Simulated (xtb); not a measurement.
C2H6Be, charge -1, doublet, from a rough starting geometry (GFN-xTB shapes and energies of metal compounds can be far from the true ones) (a state made from the parent by changing its charge; the spin is typed, not shown lowest); GFN2-xTB (xtb).

The xtb input:
```
$ xtb mol.xyz --gfn 2 --chrg -1 --uhf 1 --opt vtight --json

# file mol.xyz
9

Be    -0.02390352     0.04109196    -0.06324409
C      1.34010609     0.17222431    -1.14116658
H      2.05497094    -0.65188985    -1.03654828
H      1.93749934     1.06525733    -0.93653933
H      1.07631454     0.19194034    -2.08433731
C     -1.31960783    -0.14895168     1.04292580
H     -1.90138258    -1.10824380     0.88349729
H     -2.05681727     0.57004693     1.00302043
H     -1.08857269    -0.22834763     2.07222372
```

Question: What does xtb print? Leave out banner, timings and long lists.

Answer: 
```
   ID    Z sym.   atoms
    1    4 Be     1
    2    6 C      2, 6
    3    1 H      3-5, 7-9

           -------------------------------------------------
          |                Calculation Setup                |
           -------------------------------------------------

           -------------------------------------------------
          |                 G F N 2 - x T B                 |
           -------------------------------------------------

          ...................................................
          :                      SETUP                      :
          :.................................................:
          :  # basis functions                  18          :
          :  # atomic orbitals                  18          :
          :  # shells                           12          :
          :  # electrons                        17          :
          :  max. iterations                   250          :
          :  Hamiltonian                  GFN2-xTB          :
          :  restarted?                      false          :
          :  GBSA solvation                  false          :
          :  PC potential                    false          :
          :  electronic temp.          300.0000000     K    :
          :  accuracy                    1.0000000          :
          :  -> integral cutoff          0.2500000E+02      :
          :  -> integral neglect         0.1000000E-07      :
          :  -> SCF convergence          0.1000000E-05 Eh   :
          :  -> wf. convergence          0.1000000E-03 e    :
          :  Broyden damping             0.4000000          :
          :  net charge                         -1          :
          :  unpaired electrons                  1          :
          ...................................................

 iter      E             dE          RMSdq      gap      omega  full diag
   1     -5.4874292 -0.548743E+01  0.107E+01    0.05       0.0  T
   2     -5.5711738 -0.837446E-01  0.174E+01    1.52       1.0  T
   3     -6.5229484 -0.951775E+00  0.116E+01    0.58       1.0  T
   4     -6.9802669 -0.457318E+00  0.811E+00    0.10       1.0  T
   5     -7.1489488 -0.168682E+00  0.836E+00    0.18       1.0  T
   6     -6.9490020  0.199947E+00  0.836E+00    0.11       1.0  T
   7     -7.7261447 -0.777143E+00  0.435E+00    0.04       1.0  T
   8     -7.8252898 -0.991451E-01  0.746E+00    0.21       1.0  T
   9     -7.9987789 -0.173489E+00  0.698E+00    0.16       1.0  T
  10     -8.0555599 -0.567810E-01  0.577E+00    0.38       1.0  T
  11     -8.0577947 -0.223481E-02  0.562E+00    0.40       1.0  T
  12     -8.0910670 -0.332723E-01  0.737E+00    1.24       1.0  T
  13     -8.0917569 -0.689944E-03  0.720E+00    1.23       1.0  T
  14     -8.1031046 -0.113476E-01  0.309E+00    0.96       1.0  T
  15     -8.1004524  0.265221E-02  0.142E+00    0.77       1.0  T
  16     -8.0994763  0.976099E-03  0.152E+00    0.74       1.0  T
  17     -8.1030554 -0.357914E-02  0.909E-01    0.80       1.0  T
  18     -8.1036409 -0.585469E-03  0.115E+00    0.79       1.0  T
  19     -8.1039956 -0.354702E-03  0.189E+00    0.73       1.0  T
  20     -8.1045193 -0.523718E-03  0.156E+00    0.76       1.0  T
  21     -8.1042103  0.309009E-03  0.741E-01    0.86       1.0  T
  22     -8.1043899 -0.179640E-03  0.808E-01    0.84       1.0  T
  23     -8.1044488 -0.589274E-04  0.869E-01    0.83       1.0  T
  24     -8.1044537 -0.483422E-05  0.845E-01    0.84       1.0  T
  25     -8.1044549 -0.123120E-05  0.843E-01    0.84       1.0  T
  26     -8.1044748 -0.199071E-04  0.855E-01    0.83       1.0  T
  27     -8.1045762 -0.101373E-03  0.810E-01    0.84       1.0  T
  28     -8.1047662 -0.190058E-03  0.491E-01    0.87       1.0  T
  29     -8.1047838 -0.175966E-04  0.320E-01    0.91       1.0  T
  30     -8.1047664  0.174686E-04  0.329E-01    0.91       1.0  T
  31     -8.1048251 -0.586991E-04  0.337E-01    0.88       1.0  T
  32     -8.1048459 -0.208599E-04  0.258E-01    0.89       1.0  T
  33     -8.1048504 -0.447691E-05  0.277E-01    0.88       1.0  T
  34     -8.1048693 -0.188705E-04  0.116E-01    0.90       1.0  T
  35     -8.1048705 -0.121411E-05  0.131E-01    0.89       1.0  T
  36     -8.1048720 -0.148874E-05  0.111E-01    0.89       1.0  T
  37     -8.1048795 -0.746821E-05  0.267E-02    0.90       1.2  T
  38     -8.1048801 -0.608713E-06  0.966E-02    0.89       1.0  T
  39     -8.1048804 -0.333281E-06  0.255E-02    0.90       1.3  T
  40     -8.1048807 -0.335215E-06  0.172E-02    0.90       1.9  T
  41     -8.1048808 -0.520125E-07  0.401E-03    0.90       8.3  T
  42     -8.1048808 -0.208148E-09  0.706E-03    0.90       4.7  T
  43     -8.1048808 -0.121652E-07  0.190E-03    0.90      17.6  T
  44     -8.1048808 -0.306085E-08  0.170E-03    0.90      19.6  T
  45     -8.1048808 -0.337687E-09  0.134E-04    0.90     248.1  T
  46     -8.1048808 -0.668798E-11  0.781E-05    0.90     427.0  T

   *** convergence criteria satisfied after 46 iterations ***

         :::::::::::::::::::::::::::::::::::::::::::::::::::::
         ::                     SUMMARY                     ::
         :::::::::::::::::::::::::::::::::::::::::::::::::::::
         :: total energy              -7.954362763454 Eh    ::
         :: gradient norm              0.168830247809 Eh/a0 ::
         :: HOMO-LUMO gap              0.902742879658 eV    ::
         ::.................................................::
         :: SCC energy                -8.104879488653 Eh    ::
         :: -> isotropic ES            0.093652043105 Eh    ::
         :: -> anisotropic ES         -0.003034218860 Eh    ::
         :: -> anisotropic XC         -0.020289573455 Eh    ::
         :: -> dispersion             -0.003582775184 Eh    ::
         :: repulsion energy           0.150516725199 Eh    ::
         :: add. restraining           0.000000000000 Eh    ::
         :: total charge              -1.000000000000 e     ::
[...]
 * total energy  :    -8.0336177 Eh     change       -0.2364884E-05 Eh
 * total energy  :    -8.0336206 Eh     change       -0.2825606E-05 Eh
 * total energy  :    -8.0336213 Eh     change       -0.7592281E-06 Eh
 * total energy  :    -8.0336218 Eh     change       -0.4878080E-06 Eh
 * total energy  :    -8.0336221 Eh     change       -0.2347976E-06 Eh
 * total energy  :    -8.0336222 Eh     change       -0.1478091E-06 Eh
 * total energy  :    -8.0336224 Eh     change       -0.1540641E-06 Eh
 * total energy  :    -8.0336225 Eh     change       -0.1260565E-06 Eh
 * total energy  :    -8.0336226 Eh     change       -0.1276894E-06 Eh
 * total energy  :    -8.0336228 Eh     change       -0.1618899E-06 Eh
 * total energy  :    -8.0336230 Eh     change       -0.2021232E-06 Eh
 * total energy  :    -8.0336231 Eh     change       -0.1516113E-06 Eh
 * total energy  :    -8.0336232 Eh     change       -0.4520484E-07 Eh
   *** GEOMETRY OPTIMIZATION CONVERGED AFTER 53 ITERATIONS ***
[...]
          :  net charge                         -1          :
          :  unpaired electrons                  1          :
          ...................................................

 iter      E             dE          RMSdq      gap      omega  full diag
   1     -8.1325865 -0.813259E+01  0.172E-04    3.05       0.0  T
   2     -8.1325865  0.989040E-10  0.149E-04    3.05     223.6  T
   3     -8.1325865 -0.261235E-09  0.717E-05    3.05     465.0  T

   *** convergence criteria satisfied after 3 iterations ***

         :::::::::::::::::::::::::::::::::::::::::::::::::::::
         ::                     SUMMARY                     ::
         :::::::::::::::::::::::::::::::::::::::::::::::::::::
         :: total energy              -8.033623172390 Eh    ::
         :: gradient norm              0.000022852850 Eh/a0 ::
         :: HOMO-LUMO gap              3.049530562055 eV    ::
         ::.................................................::
         :: SCC energy                -8.132585988244 Eh    ::
         :: -> isotropic ES            0.111010511402 Eh    ::
         :: -> anisotropic ES         -0.003216878305 Eh    ::
         :: -> anisotropic XC         -0.006524202981 Eh    ::
         :: -> dispersion             -0.004028617622 Eh    ::
         :: repulsion energy           0.098962815854 Eh    ::
         :: add. restraining           0.000000000000 Eh    ::
         :: total charge              -1.000000000000 e     ::
         :::::::::::::::::::::::::::::::::::::::::::::::::::::

           -------------------------------------------------
          |                Property Printout                |
           -------------------------------------------------

    * Orbital Energies and Occupations

         #    Occupation            Energy/Eh            Energy/eV
      -------------------------------------------------------------
         1        2.0000           -0.3259744              -8.8702
         2        2.0000           -0.3241794              -8.8214
         3        2.0000           -0.2245917              -6.1115
         4        2.0000           -0.2220452              -6.0422
         5        2.0000           -0.2183045              -5.9404
         6        2.0000           -0.2168197              -5.9000
         7        2.0000           -0.1293717              -3.5204
         8        2.0000           -0.0976484              -2.6571
         9        1.0000            0.0279294               0.7600 (HOMO)
        10                          0.1399976               3.8095 (LUMO)
        11                          0.3354074               9.1269
        12                          0.3629820               9.8772
        13                          0.4189420              11.4000
        14                          0.4193241              11.4104
        15                          0.4224895              11.4965
        16                          0.4285132              11.6604
        17                          0.4939762              13.4418
        18                          0.5577443              15.1770
      -------------------------------------------------------------
                  HL-Gap            0.1120682 Eh            3.0495 eV
             Fermi-level            0.0245520 Eh            0.6681 eV

     #   Z          covCN         q      C6AA      α(0)
     1   4 Be       1.626     0.300    17.016     9.752
     2   6 C        3.581    -0.264    26.769     7.511
     3   1 H        0.923    -0.125     6.526     3.995
     4   1 H        0.923    -0.125     6.539     3.999
     5   1 H        0.922    -0.135     6.984     4.133
     6   6 C        3.581    -0.264    26.769     7.511
     7   1 H        0.923    -0.125     6.537     3.998
     8   1 H        0.922    -0.135     6.984     4.133
     9   1 H        0.923    -0.125     6.528     3.996

 Mol. C6AA /au·bohr⁶  :        867.467293
 Mol. C8AA /au·bohr⁸  :      17895.407505
 Mol. α(0) /au        :         49.028674

Wiberg/Mayer (AO) data.
largest (>0.10) Wiberg bond orders for each atom

 ---------------------------------------------------------------------------
     #   Z sym  total        # sym  WBO       # sym  WBO       # sym  WBO
 ---------------------------------------------------------------------------
     1   4 Be   1.148 --     2 C    0.592     6 C    0.592
     2   6 C    3.566 --     3 H    0.990     4 H    0.990     5 H    0.983
                             1 Be   0.592
     3   1 H    0.984 --     2 C    0.990
     4   1 H    0.984 --     2 C    0.990
     5   1 H    0.982 --     2 C    0.983
     6   6 C    3.566 --     9 H    0.990     7 H    0.990     8 H    0.983
                             1 Be   0.592
     7   1 H    0.984 --     6 C    0.990
     8   1 H    0.982 --     6 C    0.983
     9   1 H    0.984 --     6 C    0.990
 ---------------------------------------------------------------------------

Topologies differ in total number of bonds
Writing topology from bond orders to xtbtopo.mol

molecular dipole:
                 x           y           z       tot (Debye)
 q only:       -0.448       0.599      -0.409
   full:        0.517      -0.659       0.600       2.619
molecular quadrupole (traceless):
                xx          xy          yy          xz          yz          zz
 q only:       -5.587      -2.372       6.861      10.634       0.105      -1.273
  q+dip:       -3.507       0.991       4.209       5.530       3.025      -0.702
   full:       -3.501       1.576       4.150       5.255       3.696      -0.648

optimized geometry written to: xtbopt.xyz

           -------------------------------------------------
          | TOTAL ENERGY               -8.033623172390 Eh   |
          | GRADIENT NORM               0.000022852850 Eh/α |
          | HOMO-LUMO GAP               3.049530562055 eV   |
           -------------------------------------------------

normal termination of xtb
```
